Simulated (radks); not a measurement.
Al10+, 3 electrons, occupied as [He] 2s1.

Calculated with a radial shooting solver on a logarithmic mesh with Libxc functionals: non-relativistic Kohn-Sham, LDA (Slater exchange, Perdew-Wang correlation), spin-polarised, spherical densities, point nucleus; open shells are filled with parallel spins first.

Energy parts (eV):
| part | energy |
|---|---|
| total | -4796.220 |
| kinetic | 4791.051 |
| electron-nucleus | -9953.692 |
| Hartree | 585.440 |
| exchange-correlation | -219.019 |

Orbitals (lengths in bohr, moments of r in powers of bohr):
orbital  occ.  eigenvalue (eV)      <r^4>     <r>  <1/r>
1s up       1        -1931.611  0.0009466  0.1198  12.62
1s down     1        -1928.326  0.0009395  0.1197  12.62
2s up       1        -422.1264     0.1538  0.5112  2.901
2s down     0        -407.5103     0.1605  0.5148  2.885

The highest occupied level is 2s up at -422.13 eV. Summed over all electrons, <r^2> = 0.3435 bohr^2, which gives a Langevin (diamagnetic) susceptibility term of -0.272 x 10^-6 cm^3/mol. The electron density at the nucleus is 1385 e/bohr^3. The density falls to 0.001 e/bohr^3 at r = 1.27 bohr. Virial ratio -V/T = 2.00108. Spin moment in Bohr magnetons: 1.
